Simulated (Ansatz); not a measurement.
An input meant for GeClF₃ (charge 0, singlet; atoms displaced at random, 0.03 Å in each coordinate).

```yaml
crystal:
  periodic: [false, false, false]
  atoms:
    - {symbol: Ge, position_ang: [-0.040129, 0.026782, -0.045936]}
    - {symbol: Cl, position_ang: [0.024499, -0.019599, 2.082914]}
    - {symbol: F, position_ang: [1.617200, 0.003323, -0.658864]}
    - {symbol: F, position_ang: [-0.841649, 1.413660, -0.704273]}
    - {symbol: F, position_ang: [-0.815877, -1.379772, -0.668626]}
basis:
  gaussian: {orbitals: x2c-TZVPPall}
magnetization: {spin_polarized: true, initial_magnetization: 0}
hamiltonian: {xc: {name: r2SCANh}}
smearing: {width: 0.1}
```

```sh
$ ansatz run in.yaml --threads 4 --pin off --events-out ev --progress --plain --max-ram 3916MiB
```

Output, abridged:

```
Error: YAML parse error: error: line 13 column 1: unknown field `smearing`, expected one of crystal, accuracy, basis, kpoints, hamiltonian, magnetization, projection, total_charge, correlation, batch, efield, external_charges, scf, relax, neb, saddle, md, ramp, phonons, dielectric, real_time, elastic, magnetic_configurations, gw, evaluate, workflow, output, checkpoint, execution
11 | magnetization: {spin_polarized: true, initial_magnetization: 0}
12 | hamiltonian: {xc: {name: r2SCANh}}
13 | smearing: {width: 0.1}
```

In this input the input holds a key that doesn't belong there. The input was rejected before any iteration.
